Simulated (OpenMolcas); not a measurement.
Au3+ (d8) on a cation site of an ionic host was computed by SS-CASPT2, IPEA 0.25 Eh, imaginary shift 0.1 Eh with the d shell active (OpenMolcas, ANO-RCC-VDZP on the metal). Its lowest spin-free states, and all those of the highest spin:

| 2S+1 | Degeneracy | E (cm-1) |
| --- | --- | --- |
| 3 | 3 | 0 |
| 1 | 3 | 3830 |
| 1 | 2 | 5170 |
| 1 | 1 | 9820 |
| 3 | 3 | 13410 |
| 1 | 3 | 19070 |
| 3 | 3 | 21490 |
| 1 | 3 | 22260 |
| 3 | 1 | 31030 |
| 1 | 2 | 39670 |
| 1 | 1 | 49560 |

Question: Is the site octahedral, tetrahedral or cube-like, axial, or of lower symmetry?

Answer: The states with 2S+1 = 3 have orbital degeneracies 3, 3, 3, 1. Threefold states need a cubic site. For d8 at this spin an octahedron puts the single A2 below the threefold T2 and a tetrahedron or cube puts the threefold T1 below the threefold T2, so the site is a tetrahedron or a cube, which this pattern cannot tell apart. The run had Au3+ with its 8 nearest fluoride ions at 2.316 Å, on the Ca site of CaF2 (a = 5.46294 Å, distance in the model lattice 2.366 Å). The rest of the host is ab initio model potentials to 7.6 Å and point charges beyond; the distance is set by hand and nothing relaxes, and no local charge compensation is placed. Ligand basis ANO-RCC-VDZP.

Roots that are degenerate in the reference are averaged as groups; the widest CASPT2 spread within a group is 780 cm-1 (the 3-fold group of multiplicity 1 near 22300 cm-1 above the lowest state of its run). Shifts and gaps below about the spread of the groups concerned are not significant. Over all roots computed the reference weight is 0.62 to 0.68; the roots of lowest weight are the least certain, and an intruder state may touch them. Real 4d8 and 5d8 ions are as a rule square planar and diamagnetic. The least metal-like active orbital is 81 % on the metal (Löwdin) and no ligand orbital is active, so the numbers are rough. Ligand-to-metal charge-transfer states are missing. With no ligand orbital active B as a rule stays too high, so bands that hang on it stand too high and its fall with covalency is understated. With one d shell and no ligand orbital active, 10Dq can be off by a tenth or more. No measured value stands beside these numbers; the geometry was set by hand and not optimised.
